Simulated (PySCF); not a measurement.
Species: cyclo-(Cl2SiO)2.
Cartesian coordinates in Å at the PBE0-D3(BJ)/def2-SVP level; atoms count from 1:
```xyz
8
Cl4O2Si2 angstrom
Si    -0.506   -0.710   -0.822
Cl    -2.165   -1.816   -0.493
Cl     0.132   -0.963   -2.724
O     -0.661    0.902   -0.359
Si     0.540    0.688    0.801
Cl    -0.097    0.941    2.704
Cl     2.199    1.795    0.471
O      0.696   -0.924    0.339
```

The calculation used TDDFT CAM-B3LYP/def2-SVPD, vertical, gas phase, core orbitals frozen in the response in PySCF.

```csv
state,E (eV),E (hartree),f,|μ| (D),"main configurations (H = HOMO, L = LUMO)"
S1,7.71,0.2833,0.0000,0.01,H-1→L (82%)
S2,7.74,0.2844,0.013,0.66,"H→L (75%), H-2→L+2 (12%)"
S3,7.90,0.2902,0.0000,0.00,"H-2→L (70%), H→L+2 (17%)"
S4,8.11,0.2982,0.0000,0.00,"H-3→L (62%), H-1→L+2 (22%)"
S5,8.34,0.3065,0.0000,0.00,"H-4→L (77%), H-7→L+2 (10%)"
S6,8.45,0.3106,0.0098,0.55,H-5→L (86%)
S7,8.45,0.3106,0.0005,0.12,"H→L+1 (76%), H-2→L+10 (10%)"
S8,8.60,0.3159,0.092,1.68,H-1→L+1 (85%)
S9,8.62,0.3168,0.0000,0.01,"H-2→L+1 (82%), H→L+10 (16%)"
S10,8.63,0.3171,0.156,2.18,"H-6→L (72%), H-8→L+2 (13%)"
```

Triplets, Tamm–Dancoff:

```json
{"state": "T1", "E (eV)": "7.29", "λ (nm)": "170.2", "main configurations (H = HOMO, L = LUMO)": "H→L (66%), H-2→L+2 (16%)"}
{"state": "T2", "E (eV)": "7.36", "λ (nm)": "168.5", "main configurations (H = HOMO, L = LUMO)": "H-1→L (70%), H-3→L+2 (8%)"}
{"state": "T3", "E (eV)": "7.36", "λ (nm)": "168.5", "main configurations (H = HOMO, L = LUMO)": "H-2→L (57%), H→L+2 (17%)"}
{"state": "T4", "E (eV)": "7.68", "λ (nm)": "161.5", "main configurations (H = HOMO, L = LUMO)": "H-3→L (56%), H-1→L+2 (21%)"}
```

The lowest singlet comes at 161 nm (744 kJ/mol) in the vacuum ultraviolet; it is dark (f under 0.0005); its leading configuration is HOMO-1→LUMO (82%). The strongest level in the table is S10 at 8.63 eV (144 nm, f = 0.156). It is the last of those listed, so stronger ones may follow. S6/S7 and S9/S10 lie within about 0.01 eV of each other in each set. Löwdin shares by element: HOMO (one of a set within 0.03 eV) chlorine 86%; LUMO silicon 35%, chlorine 27% or more (atoms not listed hold the other 38%). Of the 10 states listed, 3 reach f = 0.01 and 6 stay under 0.0005. Orbital energies (eV): HOMO-3 -11.71, HOMO-2 -11.31, HOMO-1 -11.16, HOMO -11.15, LUMO -0.18, LUMO+1 0.72, LUMO+2 0.77. The oscillator strengths of these states sum to 0.271; summed over the whole spectrum of an exact calculation they would give the number of electrons, 112 (Thomas–Reiche–Kuhn). Singlets were solved by full linear response, triplets in the Tamm–Dancoff approximation.

One conformer stands for the species.
